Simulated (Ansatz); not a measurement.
Program: Ansatz. Geometries: PBE0-D4/def2-TZVP. ΔE: electronic, gas phase. CBS: MP2 limit from def2 TZ/QZ plus the TZ coupled-cluster correction, frozen cores. Functionals use def2-TZVPP. For Se outer-core shells are correlated without core-valence functions, which leaves a few kJ/mol of doubt a bond. Scalar relativity is left out up to krypton. Each species was taken in one conformer, which may not be the lowest.

`CC(F)[SiH2][SiH3]` + `N=C(N)[SeH]` → `N=C(N)[Se][SiH3]` + `CC(F)[SiH3]`  (cleavage of the Si–Si bond)

```tsv
level	ΔE (kJ/mol)
PBE	-46.8
CCSD/def2-TZVPP	-56.4
```

**Question.** What does CCSD(T)/CBS give? (Estimate.)

**Answer.** Ansatz gave: -61.0 kJ/mol. The listed levels differ from it by 14.2, 4.6 kJ/mol.

Largest T1 diagnostic among the species: 0.013.

From PBE to PBE0 (25 % exact exchange), in def2-TZVPP and without D4, ΔE moves by −4.2 kJ/mol.
